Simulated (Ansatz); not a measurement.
Ideal-gas functions of CH2AlNO2, SMILES `O[C]1=[N][Al]1[OH]` at 800 K and 1 bar, from an Ansatz frequency run at PBE0-D4/def2-TZVP.

Molar mass 87.01 g/mol, point group Cs (symmetry number 1), electronic degeneracy 1, moments of inertia 23.648, 232.067, 255.715 u Å². Harmonic wavenumbers (cm⁻¹, unscaled): 169, 172, 245, 366, 368, 538, 602, 646, 749, 995, 1173, 1374, 1524, 3642, 3978.

Use S(trans) = R[1.5 ln M + 2.5 ln T − 1.1517]; rotational temperatures θ = 24.2544 K / I; S(rot) = R[ln(√π/σ · √(T³/θAθBθC)) + 1.5]; for each mode x = 1.438777 ν̃/T, S = R[x/(eˣ − 1) − ln(1 − e⁻ˣ)] and H = RT x/(eˣ − 1); 1 cm⁻¹ = 0.0119627 kJ/mol; R = 8.31446 J/(mol·K).

By hand: the entropy, in J/(mol·K).

Translation 185.1. Rotation: θ = 1.0256, 0.1045, 0.0948 K, giving 119.7. Vibration, mode by mode: 18.25, 18.10, 15.20, 11.94, 11.90, 8.91, 8.05, 7.52, 6.44, 4.50, 3.50, 2.63, 2.13, 0.09, 0.05, in all 119.2. Electronic 0.0. Sum 424.0 J/(mol·K).

By hand: H − E and G − E in kJ/mol, counted from the electronic energy.

Zero-point energy ½ × 16541 × 0.0119627 = 98.9; thermal vibration 47.6; translation, rotation and pV give 4 RT = 26.6. H − E = 173.1 kJ/mol, and G − E = 173.1 − 800 × 424.0/1000 = -166.1 kJ/mol.

Vibration gives 28 % of the entropy. The sum counts one conformer and one mirror image; others add a mixing term.
